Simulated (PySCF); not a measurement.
These are PBE-D3(BJ)/def2-TZVP // PBE0-D3(BJ)/def2-TZVP (PySCF) values and carry that method's errors. Isolated molecules, 0 K electronic values unless said otherwise. One relaxed conformer stands for a flexible species; it need not be the lowest. 

Reference species (SMILES): `OB(Br)Br` (H–O–B–Br torsion 0°) (neutral, multiplicity 1).

```json
{
 "HOMO–LUMO gap": "5.38 eV",
 "LUMO": "-1.65 eV",
 "S1 oscillator strength": "0.000"
}
```

Changed species: `BrB(Br)Br` (0 of 3 Br replaced by OH; the reference has 1 of 3 Br replaced by OH).

### Question
What does the change do to the HOMO–LUMO gap, LUMO and S1 oscillator strength?

### Answer
the HOMO–LUMO gap falls by 1.29 eV, to 4.09 eV; the LUMO decreases by 1.27 eV, to -2.92 eV; the S1 oscillator strength is nearly the same.
